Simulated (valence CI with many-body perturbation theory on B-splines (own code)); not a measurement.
# Level structure of Ta⁵⁹⁺

Calculated by valence CI with perturbative core correlation (CI+MBPT): four valence electrons over a frozen Dirac-Fock core [Ne], a basis of 9 s, 9 p, 8 d, 6 f, 3 g, 1 h functions for each j, with the one-electron correlation potential Σ1 (screened to all orders), the two-electron term Σ2, the three-electron term Σ3, Breit, model QED; selected single and double excitations, second order for the rest, scaled by the run's own slope (own B-spline code, finite nucleus).

No measured spectrum was set against this ion. As an estimate, large intervals hold to a few tenths of a per cent, small ones and those within an open d or f shell to about a per cent.

Levels 1 to 37 of 37, with energies above the lowest level, (3s^2 3p1/2^2) J=0. "Leading %" is the weight of the configuration and term that name the level; weights of strongly mixed levels are sums over their largest components and can fall short, so below about 35 % the name and the second component can differ from the true leading terms, or belong to a minority configuration. In the jj column 3d3/2^4 stands for four electrons in 3d with j = 3/2. Lifetimes count E1, E2, E3, M1 and M2 decay at the calculated energies, and are blank where another channel may lead or the interval is too uncertain; long ones can be off by a factor of two.

```tsv
No.	Configuration	Term	J	E (Ry)	Leading %	Lifetime	Leading jj
1	3s²3p²	³P	0	0.000	69		3s^2 3p1/2^2 (100 %)
2	3s²3p²	³P	1	23.916	99	4.57 ns	3s^2 3p1/2 3p3/2 (99 %)
3	3s²3p²	¹D	2	24.591	64	283 ns	3s^2 3p1/2 3p3/2 (99 %)
4	3s3p³	³P°	2	36.039	46	38.7 ps	3s 3p1/2^2 3p3/2 (97 %)
5	3s3p³	³D°	1	38.049	28	1.39 ps	3s 3p1/2^2 3p3/2 (82 %)
6	3s²3p3d	³F°	2	39.825	74	103 ps	3s^2 3p1/2 3d3/2 (99 %)
7	3s²3p3d	³D°	1	42.971	44	241 fs	3s^2 3p1/2 3d3/2 (82 %)
8	3s²3p3d	³P°	2	46.828	45	3.19 ps	3s^2 3p1/2 3d5/2 (97 %)
9	3s²3p3d	³F°	3	46.906	51	4.96 ps	3s^2 3p1/2 3d5/2 (98 %)
10	3s²3p²	³P	2	49.017	64	1.55 ns	3s^2 3p3/2^2 (98 %)
11	3s²3p²	¹S	0	50.493	68	1.36 ns	3s^2 3p3/2^2 (98 %)
12	3s3p²3d	³D	1	52.248	44	18.5 ps	3s 3p1/2^2 3d3/2 (99 %)
13	3s3p²3d	³D	2	52.778	30	19.0 ps	3s 3p1/2^2 3d3/2 (97 %)
14	3s3p²3d	³D	3	58.894	34	4.27 ps	3s 3p1/2^2 3d5/2 (98 %)
15	3s3p³	³D°	2	59.358	50	1.99 ps	3s 3p1/2 3p3/2^2 (95 %)
16	3s3p²3d	³F	2	59.902	28	3.85 ps	3s 3p1/2^2 3d5/2 (96 %)
17	3s3p³	³D°	3	60.682	94	2.95 ps	3s 3p1/2 3p3/2^2 (94 %)
18	3s3p³	³P°	0	61.526	86	1.63 ps	3s 3p1/2 3p3/2^2 (86 %)
19	3s3p³	³P°	1	62.590	34	949 fs	3s 3p1/2 3p3/2^2 (82 %)
20	3s3p³	¹D°	2	62.595	56	768 fs	3s 3p1/2 3p3/2^2 (72 %)
21	3s3p³	³S°	1	63.416	32	341 fs	3s 3p1/2 3p3/2^2 (97 %)
22	3s²3p3d	³F°	3	66.432	44	491 fs	3s^2 3p3/2 3d3/2 (94 %)
23	3s²3p3d	³D°	2	66.718	40	229 fs	3s^2 3p3/2 3d3/2 (71 %)
24	3s²3p3d	³P°	1	66.767	46	289 fs	3s^2 3p3/2 3d3/2 (83 %)
25	3s²3p3d	³P°	0	66.852	86	342 fs	3s^2 3p3/2 3d3/2 (86 %)
26	3s²3p3d	³F°	4	70.288	99	2.90 ns	3s^2 3p3/2 3d5/2 (99 %)
27	3s²3p3d	³P°	2	70.981	44	5.60 ps	3s^2 3p3/2 3d5/2 (96 %)
28	3s²3p3d	³D°	3	72.665	60	1.65 ps	3s^2 3p3/2 3d5/2 (95 %)
29	3s²3p3d	¹P°	1	73.394	63	2.34 ps	3s^2 3p3/2 3d5/2 (96 %)
30	3s3p²3d	⁵F	2	74.054	22	2.62 ps	3s 3p1/2 3p3/2 3d3/2 (64 %)
31	3s3p²3d	⁵D	0	74.592	74	13.3 ps	3s 3p1/2 3p3/2 3d3/2 (92 %)
32	3s3p²3d	⁵D	1	74.791	51	15.4 ps	3s 3p1/2 3p3/2 3d3/2 (99 %)
33	3s3p²3d	⁵F	3	75.183	44	14.3 ps	3s 3p1/2 3p3/2 3d3/2 (97 %)
34	3p⁴	³P	2	75.464	28	952 fs	3s 3p1/2 3p3/2 3d3/2 (50 %)
35	3p⁴	¹S	0	76.308	44	757 fs	3p1/2^2 3p3/2^2 (69 %)
36	3s3p²3d	³G	4	76.411	30	38.9 ps	3s 3p1/2 3p3/2 3d3/2 (94 %)
37	3s3p²3d	³F	2	77.421	58	821 fs	3s 3p1/2 3p3/2 3d3/2 (86 %)
```

The ionisation energy to 3s²3p ²P°1/2 of the next ion comes out as 6366.4 eV (NIST: 6364 ± 7 eV (theoretical)). All 37 levels together are meant to be complete up to 77.576 Ry.
